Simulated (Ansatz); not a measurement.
`[CH3][Ge]([F])([F])[Br]` + H–F → `[CH3][Ge]([F])([F])[F]` + HBr at 400 K and 1 bar (ligand exchange at a Ge–Br bond).

Computed with Ansatz on PBE0-D4/def2-TZVP structures; ΔE is electronic, products minus reactants. CBS: MP2 limit from def2 TZ/QZ plus the TZ coupled-cluster correction, frozen cores. This one scheme is used for every species. For Br, Ge outer-core shells are correlated without core-valence functions, which leaves a few kJ/mol of doubt a bond. Scalar relativity is left out up to krypton.

```csv
species,CCSD(T)/CBS energy (Eh),H − E (kJ/mol),S (J/(mol·K))
`[CH3][Ge]([F])([F])[Br]`,-4889.01358,145.0,401.3
H–F,-100.39570,36.5,182.2
`[CH3][Ge]([F])([F])[F]`,-2415.48494,146.9,368.7
HBr,-2573.91920,27.6,207.2
```

H − E and S are ideal-gas, rigid-rotor, harmonic terms from PBE0-D4/def2-TZVP. 1 Eh = 2625.50 kJ/mol, R = 8.31446 J/(mol·K).

Q: By hand: ΔE, ΔH, ΔS and ΔG.

A: ΔE = (-2415.48494) + (-2573.91920) − (-4889.01358) − (-100.39570) = 0.00514 Eh = 13.5 kJ/mol. Δ(H − E) = 146.9 + 27.6 − 145.0 − 36.5 = -7.0, so ΔH = 6.5 kJ/mol. ΔS = 368.7 + 207.2 − 401.3 − 182.2 = -7.6 J/(mol·K). ΔG = 6.5 − 400 × (-7.6)/1000 = 9.5 kJ/mol.

Q: By hand: the equilibrium constant, and the temperature at which ΔG would vanish if ΔH and ΔS stayed fixed.

A: log₁₀ K = −ΔG/(RT ln 10) = -1.2. ΔH and −TΔS have one sign here, so there is no such temperature.

TΔS isn't small against ΔH here. A doubt of 5 kJ/mol in ΔE shifts log₁₀ K by 0.7 here. These are equilibria of isolated gas molecules and say nothing of rates. Largest T1 diagnostic: 0.012 (customary marks: 0.02 for closed shells, 0.045 for open ones).
